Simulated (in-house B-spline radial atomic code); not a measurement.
Computed with a B-spline radial atomic code. Model: two electrons, singlet ground state, non-relativistic, full CI in B-splines with partial waves to l = 8 (at full coupling up to 3e-4 hartree above the limit, correlation up to 0.6 % small), density held at that of full coupling by Lieb maximisation.

Along the adiabatic connection the electron repulsion is scaled by a coupling λ while a local potential keeps the density fixed. At λ = 0 the system is the Kohn-Sham one and W equals the exchange energy; the exchange-correlation energy is the area under W between 0 and 1. The kinetic energy rises with λ as the electrons avoid each other, with dT/dλ = −λ dW/dλ.

Command:
```bash
python run_ac.py task.json out
```
Settings (lengths in bohr, energies in hartree):
```
potential              yukawa
strength               1.4
lmax                   8
second                 0.239
```

Time taken, with all properties: 48 s on 1 thread of Intel(R) Xeon(R) Processor @ 2.30GHz, on a shared host.

**W = mean repulsion less Hartree energy, and W of three functionals.**

Given: confinement screened point charge; nuclear charge 1.4; screening of the nucleus 0.239 1/bohr; external potential -Z exp(-k r)/r.

Computed: LDA exchange minus exact 76.848 millihartree; SCAN exchange minus exact -9.8995 millihartree.

```tsv
coupling	W xc (hartree)	W xc minus exchange (millihartree)	kinetic minus Kohn-Sham (millihartree)	LDA (PW92) W minus its exchange (millihartree)	PBE W minus its exchange (millihartree)	SCAN W minus its exchange (millihartree)
0	-0.60127	0	0	0	0	0
0.02	?	?	?	?	?	?
0.05	?	?	?	?	?	?
0.12	-0.61363	-12.353	0.73	-39.11	-9.51	-10.01
0.25	-0.62571	-24.436	2.95	-63.35	-19.52	-19.6
0.4	-0.6382	-36.93	6.99	-84.4	-30.32	-29.49
0.6	-0.65283	-51.556	14.27	-106.4	-43.43	-41.18
0.8	-0.66553	-64.255	23.13	-124.16	-55.21	-51.5
1	-0.67664	-75.369	33.11	-139.1	-65.84	-60.72
1.4	-0.69514	-93.868	55.16	-163.3	-84.24	-76.56
2	-0.7162	-114.93	90.63	-190.64	-106.49	-95.55
3	-0.74039	-139.11	150.23	-222.87	-134.24	-118.91
```

Problem. What belongs in the row 0.02?

Solution. W xc (hartree): -0.60342; W xc minus exchange (millihartree): -2.146; kinetic minus Kohn-Sham (millihartree): 0.02; LDA (PW92) W minus its exchange (millihartree): -10.51; PBE W minus its exchange (millihartree): -1.56; SCAN W minus its exchange (millihartree): -1.78.

Problem. What belongs in the row 0.05?

Solution. W xc (hartree): -0.60657; W xc minus exchange (millihartree): -5.298; kinetic minus Kohn-Sham (millihartree): 0.13; LDA (PW92) W minus its exchange (millihartree): -21.02; PBE W minus its exchange (millihartree): -3.94; SCAN W minus its exchange (millihartree): -4.35.

Problem. What is the PBE exchange minus exact?

Solution. -4.6428 millihartree.

**Energy parts, natural occupations and partial-wave weights.**

Computed: total energy -0.6741 hartree; correlation energy -0.042259 hartree; initial slope twice GL2 -0.10821 hartree; kinetic part over minus potential part 0.4393; Hartree energy 1.2025 hartree; Kohn-Sham kinetic 1.1077 hartree; Lieb Oxford ratio E_xc over LDA exchange 1.2271.

```
natural  occupation of the shell (electrons)
      s                               1.9517
      s                             0.031971
      p                                    ?
      d                           0.00051014
      p                           0.00042637
      s                           0.00034543
```

Problem. What belongs in the row p?

Solution. occupation of the shell (electrons): 0.014795.

```
wave      weight
   s     0.99204
   p   0.0076293
   d           ?
   f  3.6545e-05
   g  8.1002e-06
```

Problem. What belongs in the row d?

Solution. weight: 0.00028489.

Problem. What is the exchange energy?

Solution. -0.60127 hartree.

Problem. What is the kinetic part of the DFT correlation energy?

Solution. 0.03311 hartree.

Half-way to full coupling W has made 59 % of its drop, against 50 % for a straight line, and second-order (GL2) theory, half the initial slope, overshoots the correlation energy by about 28 %: a moderate bend, as in light atoms. Over couplings 0 to 1 the errors in E_xc come to about +30 millihartree for LDA, +2.0 millihartree for PBE, -1.5 millihartree for SCAN, so SCAN is nearest. In LDA and PBE and SCAN the errors of exchange and correlation have opposite signs, so the sum is smaller than the larger of the two.
